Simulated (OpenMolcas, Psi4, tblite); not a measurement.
# Si2NH5F (SMILES F[SiH2]N[SiH2]): methods side by side

The species is Si2NH5F (9 atoms), meant as a doublet with charge 0. SMILES: `F[SiH2]N[SiH2]`. The shape is that of a PBE0-D4/def2-TZVP optimisation. This is one conformer, not always the lowest.

```xyz
9

F    -1.7782    1.2089   -1.1818
Si   -0.2880    1.1236   -0.6049
N     0.2415   -0.4914   -0.4030
Si    0.0236   -1.5336    0.9679
H     0.5763    1.7991   -1.5988
H    -0.3028    1.7798    0.7188
H     0.6004   -0.9422   -1.2345
H    -0.2463   -0.6500    2.1362
H     1.2618   -2.3407    1.1827
```

Quantity: the dipole moment, in D. The values are calculated.

```tsv
level	kind	program	value (D)
GFN1-xTB	semi-empirical	tblite	1.79
UHF/6-31G* (spherical functions)	Hartree–Fock	OpenMolcas	1.69
USVWN5/6-31G* (spherical functions)	LDA	OpenMolcas	1.69
UBLYP/6-31G* (spherical functions)	GGA	OpenMolcas	1.57
U-r2SCAN/6-31G* (spherical functions)	meta-GGA	OpenMolcas	1.60
UM06-2X/6-31G* (spherical functions)	hybrid meta-GGA	OpenMolcas	1.60
U-wB97X-V/6-31G* (spherical functions)	range-separated hybrid	Psi4	1.61
```

The values span 1.57 to 1.79 D. Magnitudes only.
